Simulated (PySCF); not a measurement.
Simulated C 1s region for `[C@@H]1(BCCCC1)CC`, binding energy against the vacuum level.

Every computed line was given a Gaussian of 0.7 eV full width at half maximum and an area set by the number of equivalent atoms; the highest printed point is 100. Level of theory: delta-SCF UKS SCAN, pcX-2 on the ionised atom, pcseg-1 elsewhere, spin-free X2C (PySCF).

(binding energy (eV), intensity): (288.7, 0), (288.8, 0), (288.9, 0), (289.0, 1), (289.1, 3), (289.2, 5), (289.3, 10), (289.4, 17), (289.5, 26), (289.6, 37), (289.7, 49), (289.8, 62), (289.9, 75), (290.0, 88), (290.1, 97), (290.2, 100), (290.3, 96), (290.4, 84), (290.5, 67), (290.6, 48), (290.7, 31), (290.8, 18), (290.9, 10), (291.0, 4), (291.1, 2), (291.2, 1), (291.3, 0)

Q: How many maxima does the curve show, and how many computed lines lie under it?

A: The curve has 1 maximum (at 290.2 eV). Under it lie 7 lines from 7 inequivalent carbon sites. At this width some lines have no maximum of their own.

Q: Decompose the envelope and assign each component. Numbering: `[CH3:1][CH2:2][C@H:3]1[BH:4][CH2:5][CH2:6][CH2:7][CH2:8]1`.

A: 
| position (eV) | relative area | line | atoms | environment |
| --- | --- | --- | --- | --- |
| 289.74 | 1 | C 1s | C3 | sp3 carbon bound to boron |
| 289.85 | 1 | C 1s | C5 | sp3 carbon bound to boron |
| 290.17 | 1 | C 1s | C8 | ring CH2 carbon |
| 290.26 | 1 | C 1s | C7 | ring CH2 carbon |
| 290.28 | 1 | C 1s | C2 | chain CH2 carbon |
| 290.28 | 1 | C 1s | C6 | ring CH2 carbon |
| 290.33 | 1 | C 1s | C1 | methyl carbon |

Q: What are the centre and the root-mean-square width of the whole band?

A: The area-weighted mean of the lines is 290.13 eV. Their own spread about it is 0.22 eV (rms) and each Gaussian has σ = 0.7/2.355 = 0.30 eV; the variances add, which gives 0.37 eV.

Lowest listed C 1s: C3, bonded to 2 C, H and B. Highest, 0.59 eV above it: C1, bonded to C and 3 H. The values 290.26, 290.28, 290.28 and 290.33 eV lie too close for their order to be trusted.

No satellites, vibrations or lifetime broadening are included. Geometry: PBE0-D3(BJ)/def2-SVP, one conformer, isolated molecule.

On one thread, Arm Neoverse N1 (aarch64), no GPU, shared host with 64 logical CPUs at a one-minute load of 62, this took 6.1 min and 0.73 GiB of memory at its peak.
